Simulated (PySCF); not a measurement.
PBE0 on Si⁺ (silicon, charge +1), [Ne] 3s1 3p1 4s1, high-spin 4P determinant (an excited configuration). Computed with PySCF 2.14 in dyall-acv3z (19s12p6d4f, 113 functions), with no relativity, point nucleus.

```
cycle= 1 E= -288.43758737651  delta_E= -0.0061  |g|= 0.0143  |ddm|= 0.385
cycle= 2 E= -288.438843239343  delta_E= -0.00126  |g|= 0.00876  |ddm|= 0.179
cycle= 3 E= -288.440022177036  delta_E= -0.00118  |g|= 0.00806  |ddm|= 0.138
cycle= 4 E= -288.440844513339  delta_E= -0.000822  |g|= 0.00795  |ddm|= 0.101
cycle= 5 E= -288.442709067425  delta_E= -0.00186  |g|= 0.00661  |ddm|= 0.279
cycle= 6 E= -288.443142999965  delta_E= -0.000434  |g|= 0.00867  |ddm|= 0.213
cycle= 7 E= -288.444404960726  delta_E= -0.00126  |g|= 0.00138  |ddm|= 0.426
cycle= 8 E= -288.444425436635  delta_E= -2.05e-05  |g|= 0.00141  |ddm|= 0.101
cycle= 9 E= -288.444417438424  delta_E= 8e-06  |g|= 0.00223  |ddm|= 0.0132
cycle= 10 E= -288.444431117483  delta_E= -1.37e-05  |g|= 0.000254  |ddm|= 0.0332
cycle= 11 E= -288.444431303019  delta_E= -1.86e-07  |g|= 1.43e-05  |ddm|= 0.00454
cycle= 12 E= -288.444431303324  delta_E= -3.05e-10  |g|= 3.38e-06  |ddm|= 0.000253
converged SCF energy = -288.444431303324  <S^2> = 3.7500211  2S+1 = 4.0000105
```

Highest occupied orbital energy: -7.075 eV; ⟨L²⟩ = 4.86; populations by l: s 5.52, p 7.00, d 0.48, f 0.00.

Q: Can this result be used?

A: Not for this state. The calculation finished and met its thresholds. ⟨L²⟩ = 4.86 against 2 for a pure P term, so this real determinant mixes terms. The outer electron is Rydberg-like, and this basis confines it to a smaller radius and binds it less than a complete one would. The s, p, d and f populations moved away from the nominal configuration during the SCF.
